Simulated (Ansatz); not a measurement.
The cluster Se₆⁺. Total charge 1; doublet. Geometry PBE0-D4/def2-SVP; atoms count from 1.

```xyz
6

Se   -0.255   -1.416   -2.245
Se   -0.696    0.737   -1.084
Se    1.063    1.339    2.019
Se    1.390    1.236   -0.384
Se   -1.048    1.068    2.401
Se   -0.455   -2.964   -0.707
```

The charge 1 doublet is spin-contaminated (final ⟨S²⟩ up to 1.24, 0.75 for a pure state). Another isomer (doublet) lies 1.01 eV lower at PBE0-D4/def2-SVP; other spin states weren't run for this one.

(1) Estimate the Mulliken populations from the PBE0/def2-SVP orbitals of Ansatz.

(2) Where does the spin sit?

(3) And the Mayer bond orders between heavy atoms (over 0.3)?

## Answers

(1) 
```csv
atom,charge (e),spin (α − β)
Se1,0.18,0.28
Se2,0.09,0.06
Se3,0.25,-0.08
Se4,0.18,0.34
Se5,0.14,-0.53
Se6,0.17,0.94
```
Mulliken values depend strongly on the basis.

(2) Summed by element: Se 1.00, of 1 unpaired in all. Largest on single atoms: Se6 0.94, Se5 -0.53, Se4 0.34.

(3) Se1–Se2 0.80 (2.49 Å); Se1–Se6 1.68 (2.19 Å); Se2–Se4 1.28 (2.26 Å); Se3–Se4 0.92 (2.43 Å); Se3–Se5 1.70 (2.16 Å).
